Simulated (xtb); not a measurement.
xtb input (GFN1-xTB):

```bash
xtb mol.xyz --gfn 1 --sp --chrg 0 --uhf 0
```
mol.xyz:
```
17

C      2.70378120    -0.74676755     0.18201373
Si     1.18286858    -1.06805998    -0.87710800
Si    -0.70621169    -0.05371918     0.06794327
C     -1.09338066    -0.73261110     1.76928397
C     -2.21280601    -0.12280002    -1.03843748
Cl    -0.19565880     1.96853211     0.31373967
H      2.58157167    -1.17837705     1.17706404
H      3.59767790    -1.18132528    -0.26823099
H      2.86343209     0.32639406     0.29700510
H      0.94192477    -2.53213221    -1.00039076
H      1.38231637    -0.53415737    -2.24932928
H     -1.92857674    -0.19202560     2.21926107
H     -0.23359582    -0.64370467     2.43474365
H     -1.36521071    -1.78905768     1.70153359
H     -3.04848970     0.41529848    -0.58636000
H     -2.00562578     0.32252902    -2.01222607
H     -2.51798811    -1.16050706    -1.19549980
```

End of the output:

```
         :::::::::::::::::::::::::::::::::::::::::::::::::::::
         ::                     SUMMARY                     ::
         :::::::::::::::::::::::::::::::::::::::::::::::::::::
         :: total energy             -20.293837166368 Eh    ::
         :: gradient norm              0.049767067085 Eh/a0 ::
         :: HOMO-LUMO gap              4.636261219710 eV    ::
         ::.................................................::
         :: SCC energy               -20.505817024894 Eh    ::
         :: -> electrostatic           0.005170328713 Eh    ::
         :: repulsion energy           0.219896685719 Eh    ::
         :: dispersion energy         -0.007916827193 Eh    ::
         :: halogen bond corr.         0.000000000000 Eh    ::
         :: add. restraining           0.000000000000 Eh    ::
         :: total charge              -0.000000000000 e     ::
         :::::::::::::::::::::::::::::::::::::::::::::::::::::

           -------------------------------------------------
          |                Property Printout                |
           -------------------------------------------------

    * Orbital Energies and Occupations

         #    Occupation            Energy/Eh            Energy/eV
      -------------------------------------------------------------
         1        2.0000           -0.9028144             -24.5668
       ...           ...                  ...                  ...
         7        2.0000           -0.5218724             -14.2009
         8        2.0000           -0.5207601             -14.1706
         9        2.0000           -0.5194914             -14.1361
        10        2.0000           -0.5172730             -14.0757
        11        2.0000           -0.5122643             -13.9394
        12        2.0000           -0.5085339             -13.8379
        13        2.0000           -0.4788551             -13.0303
        14        2.0000           -0.4756235             -12.9424
        15        2.0000           -0.4686023             -12.7513
        16        2.0000           -0.4655284             -12.6677
        17        2.0000           -0.4512370             -12.2788
        18        2.0000           -0.4347166             -11.8292
        19        2.0000           -0.3977608             -10.8236 (HOMO)
        20                         -0.2273813              -6.1874 (LUMO)
        21                         -0.2224920              -6.0543
        22                         -0.1687872              -4.5929
        23                         -0.1504773              -4.0947
        24                         -0.1411651              -3.8413
        25                         -0.1310945              -3.5673
        26                         -0.1148132              -3.1242
        27                         -0.1120059              -3.0478
        28                         -0.1024840              -2.7887
        29                         -0.0813743              -2.2143
        30                         -0.0700582              -1.9064
       ...                                ...                  ...
        61                          1.4838666              40.3781
      -------------------------------------------------------------
                  HL-Gap            0.1703795 Eh            4.6363 eV
             Fermi-level           -0.3125711 Eh           -8.5055 eV

  Mulliken/CM5 charges         n(s)   n(p)   n(d)
     1C    -0.19544 -0.30406   1.006  3.190  0.000
     2Si    0.16251 -0.05462   1.318  1.994  0.526
     3Si    0.24409  0.08883   1.246  1.709  0.802
     4C    -0.19300 -0.29967   1.002  3.191  0.000
     5C    -0.19136 -0.29788   1.002  3.189  0.000
     6Cl   -0.15969 -0.12213   1.895  5.273 -0.008
     7H     0.05798  0.11272   0.942  0.000  0.000
     8H     0.05970  0.11397   0.940  0.000  0.000
     9H     0.06184  0.11697   0.938  0.000  0.000
    10H    -0.07835  0.00250   1.078  0.000  0.000
    11H    -0.07307  0.00844   1.073  0.000  0.000
    12H     0.05361  0.10856   0.946  0.000  0.000
    13H     0.04957  0.10478   0.950  0.000  0.000
    14H     0.04760  0.10252   0.952  0.000  0.000
    15H     0.05361  0.10858   0.946  0.000  0.000
    16H     0.05227  0.10744   0.948  0.000  0.000
    17H     0.04815  0.10307   0.952  0.000  0.000

Wiberg/Mayer (AO) data.
largest (>0.10) Wiberg bond orders for each atom

 ---------------------------------------------------------------------------
     #   Z sym  total        # sym  WBO       # sym  WBO       # sym  WBO
 ---------------------------------------------------------------------------
     1   6 C    3.950 --     2 Si   1.077     8 H    0.934     7 H    0.932
                             9 H    0.931
     2  14 Si   4.188 --     1 C    1.077     3 Si   0.946    10 H    0.917
                            11 H    0.914
     3  14 Si   4.666 --     6 Cl   1.260     5 C    1.034     4 C    1.029
                             2 Si   0.946
     4   6 C    3.951 --     3 Si   1.029    14 H    0.943    13 H    0.941
                            12 H    0.937
     5   6 C    3.951 --     3 Si   1.034    17 H    0.942    16 H    0.941
                            15 H    0.937
     6  17 Cl   1.380 --     3 Si   1.260
     7   1 H    0.997 --     1 C    0.932
     8   1 H    0.996 --     1 C    0.934
     9   1 H    0.997 --     1 C    0.931
    10   1 H    0.988 --     2 Si   0.917
    11   1 H    0.988 --     2 Si   0.914
    12   1 H    0.998 --     4 C    0.937
    13   1 H    1.000 --     4 C    0.941
    14   1 H    0.999 --     4 C    0.943
    15   1 H    0.998 --     5 C    0.937
    16   1 H    0.998 --     5 C    0.941
    17   1 H    0.998 --     5 C    0.942
 ---------------------------------------------------------------------------

Topologies differ in total number of bonds
Writing topology from bond orders to xtbtopo.mol

 dipole moment from electron density (au)
     X       Y       Z
  -0.2033  -0.7348   0.3207  total (Debye):    2.102

           -------------------------------------------------
          | TOTAL ENERGY              -20.293837166368 Eh   |
          | GRADIENT NORM               0.049767067085 Eh/α |
          | HOMO-LUMO GAP               4.636261219710 eV   |
           -------------------------------------------------

------------------------------------------------------------------------
------------------------------------------------------------------------
Note: The following floating-point exceptions are signalling: IEEE_DENORMAL
normal termination of xtb
 total:
 SCF:
```
